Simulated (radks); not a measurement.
The numbers below are computed, except where a source is named.
N2+, configuration [He] 2s2 2p1. Code: a radial shooting solver on a logarithmic mesh with Libxc functionals. Model: non-relativistic Kohn-Sham, Slater X-alpha with alpha = 0.675, spin-polarised, spherical densities, point nucleus; open shells are filled with parallel spins first. Some entries of the table are withheld. Estimate them.

| orbital | occ. | eigenvalue (eV) | <r> (bohr) |
|---|---|---|---|
| 1s up | 1 | -419.0736 | (1) |
| 1s down | 1 | -417.9958 | (2) |
| 2s up | 1 | -48.6740 | 1.173 |
| 2s down | 1 | -45.8091 | 1.193 |
| 2p up | 1 | -37.4842 | 1.129 |
| 2p down | 0 | -34.4923 | 1.162 |

Answer. 
(1) 1s up <r> (bohr): 0.2314
(2) 1s down <r> (bohr): 0.2307
